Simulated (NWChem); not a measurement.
# CH6BClSi; SMILES CB([SiH3])Cl

Computed with NWChem. Coordinates come from a PBE-D3(BJ)/def2-SVP optimisation. Ions are spin-unrestricted doublets at the neutral geometry; other ion states weren't tried. Functional: LC-ωPBE (HJS hole) with def2-SVP; the question gives the range parameter ω in 1/bohr.

Question: Predict the results for range parameter (1/bohr) 0.15. Quantities: vertical ionisation energy, ΔSCF (eV); −ε(HOMO) (eV).

Answer: 
- vertical ionisation energy, ΔSCF (eV): 9.68
- −ε(HOMO) (eV): 8.59
